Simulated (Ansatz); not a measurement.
Ansatz (a program for electronic structure) input (CCSD(T)/aug-cc-pV(D+d)Z):
A basis named .json is the Basis Set Exchange file of that set.

Ansatz 0.2 input:
```yaml
crystal:
  periodic: [false, false, false]
  atoms:
    - {symbol: F, position_ang: [1.59874485, -0.56228572, -0.01150265]}
    - {symbol: S, position_ang: [0.16205803, 0.28779531, 0.15323027]}
    - {symbol: F, position_ang: [-1.27772601, 1.10827066, -0.10693477]}
    - {symbol: F, position_ang: [-0.60912201, -1.05762104, -0.15397195]}
basis:
  gaussian:
    orbitals: aug-cc-pV_D+d_Z.json
magnetization: {spin_polarized: true, initial_magnetization: 1}
correlation: {method: ccsd_t, electrons: outside_noble_gas}
output: {forces: true}
```

Output:

```
Functional definition: HF
integrals: 0.21 GiB planned
938 factors; integrals over basis functions are off by at most 6.0e-4 eV
mean field: 0.45 GiB planned
mean field evaluation 1: about -18929.1933 eV, gradient 3.2e1 eV
mean field evaluation 2: about -18929.2308 eV, gradient 3.2e1 eV
mean field evaluation 4: about -18933.0146 eV, gradient 2.8e0 eV
mean field evaluation 8: about -18933.1140 eV, gradient 3.3e-1 eV
mean field evaluation 16: about -18931.4556 eV, gradient 2.2e1 eV
mean field evaluation 32: about -18930.0677 eV, gradient 6.9e-1 eV
mean field -18933.11673251 eV, -695.7792065923 hartree, gradient 5.8e-6 eV, S^2 0.781965; 1 other end points of the search recorded, 0 dependent functions left out
determinant -18933.11673251 eV, -695.7792065923 hartree, with singles and doubles -18954.46440063 eV, -696.5637189257 hartree
determinant -18930.06876519 eV, -695.6671958593 hartree, with singles and doubles -18951.30111992 eV, -696.4474705038 hartree
8 core orbitals not correlated
reference -18933.11673251 eV, -695.7792065923 hartree; 14, 13 occupied and 79, 80 virtual orbitals, 938 factors
densities: 1.38 GiB planned
second order -21.14260076 eV of doubles, -0.00000000 eV of singles
coupled cluster: 0.92 GiB planned
cycle   1  -21.32323742 eV  change   -6.0e-1 eV  update   4.0e-2
cycle   2  -21.38895111 eV  change   -6.6e-2 eV  update   9.7e-3
cycle   3  -21.39046598 eV  change   -1.5e-3 eV  update   6.1e-3
cycle   4  -21.39417891 eV  change   -3.7e-3 eV  update   1.6e-3
cycle   5  -21.39438178 eV  change   -2.0e-4 eV  update   8.9e-4
cycle   6  -21.39507378 eV  change   -6.9e-4 eV  update   4.9e-4
cycle   7  -21.39533658 eV  change   -2.6e-4 eV  update   2.6e-4
cycle   8  -21.39545943 eV  change   -1.2e-4 eV  update   1.4e-4
cycle   9  -21.39544682 eV  change    1.3e-5 eV  update   8.4e-5
cycle  10  -21.39543685 eV  change    1.0e-5 eV  update   4.7e-5
cycle  11  -21.39542042 eV  change    1.6e-5 eV  update   2.2e-5
cycle  12  -21.39541968 eV  change    7.3e-7 eV  update   8.8e-6
cycle  13  -21.39541982 eV  change   -1.4e-7 eV  update   3.8e-6
cycle  14  -21.39541911 eV  change    7.0e-7 eV  update   1.6e-6
cycle  15  -21.39541977 eV  change   -6.6e-7 eV  update   7.3e-7
perturbative correction -0.70660254 eV, -0.0259671644 hartree
the calculation of the forces begins
Total energy: -18955.21875482 eV, -696.5914409309 hartree
Atom 0 at     1.598745    -0.562286    -0.011503 Å, force     0.566936    -0.376440    -0.077013 eV/Å
Atom 1 at     0.162058     0.287795     0.153230 Å, force     0.552498     0.974640     0.408100 eV/Å
Atom 2 at    -1.277726     1.108271    -0.106935 Å, force    -0.603133     0.303097    -0.115832 eV/Å
Atom 3 at    -0.609122    -1.057621    -0.153972 Å, force    -0.516301    -0.901296    -0.215255 eV/Å
Dipole moment:     0.056735     0.102951     0.092097 e Å
```

It need not be the lowest isomer of its formula.
